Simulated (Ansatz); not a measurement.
A geometry optimisation of CH9NOSSi2 with B3LYP-D3(BJ)/def2-SVP

The starting geometry of this gas-phase singlet was optimised with GFN2-xTB; its bonds are those of `CO[SiH2]N([SiH3])S`.

```xyz
15

C     0.5164   -1.7476   -1.3596
N    -0.7438    1.6164    0.4373
O     0.1034   -0.4837   -0.9346
S     0.6420    2.6220    0.3533
Si   -0.3820   -0.0717    0.5559
Si   -2.2244    2.4739    0.1367
H    -0.2761   -2.4839   -1.2082
H     1.4008   -2.0719   -0.8067
H     0.7559   -1.6863   -2.4216
H     0.6941   -0.2270    1.5312
H    -1.6141   -0.7524    0.9417
H    -2.2323    2.9316   -1.2570
H    -2.2209    3.6153    1.0480
H    -3.2875    1.5147    0.4111
H     0.8936    2.5247   -0.9653
```

Question: Where would you expect an optimisation with B3LYP-D3(BJ)/def2-SVP to take it?

Answer: It keeps its bonds, and is `CO[SiH2]N([SiH3])S`.

The energy falls by 0.23 eV over 36 steps:

| step | E − E(last) (eV) |
| --- | --- |
| 1 | 0.231 |
| 5 | 0.036 |
| 9 | 0.033 |
| 13 | 0.031 |
| 17 | 0.031 |
| 20 | 0.029 |
| 24 | 0.017 |
| 28 | 0.004 |
| 32 | 0.000 |
| 36 | 0.000 |

Final geometry (Å):

```yaml
atoms:
  - { symbol: C, position_ang: [0.7588, -1.5450, -1.2795] }
  - { symbol: N, position_ang: [-0.7669, 1.4554, 0.2813] }
  - { symbol: O, position_ang: [-0.5019, -1.1727, -0.7732] }
  - { symbol: S, position_ang: [0.7895, 2.0897, -0.1784] }
  - { symbol: Si, position_ang: [-0.8023, -0.2701, 0.5876] }
  - { symbol: Si, position_ang: [-2.0919, 2.6143, 0.2554] }
  - { symbol: H, position_ang: [0.6592, -2.4946, -1.8295] }
  - { symbol: H, position_ang: [1.5063, -1.6867, -0.4765] }
  - { symbol: H, position_ang: [1.1526, -0.7825, -1.9748] }
  - { symbol: H, position_ang: [0.2365, -0.6069, 1.6018] }
  - { symbol: H, position_ang: [-2.1801, -0.5877, 1.0321] }
  - { symbol: H, position_ang: [-2.3074, 3.1397, -1.1253] }
  - { symbol: H, position_ang: [-1.7973, 3.7653, 1.1540] }
  - { symbol: H, position_ang: [-3.3172, 1.9043, 0.7174] }
  - { symbol: H, position_ang: [0.6872, 1.9517, -1.5302] }
```

No frequencies were run, so the end isn't proven a minimum. Run with Ansatz 0.2.0, 3.2 min on 2 threads of Intel(R) Xeon(R) Platinum 8259CL CPU @ 2.50GHz (Skylake/Cascade Lake) (shared host).
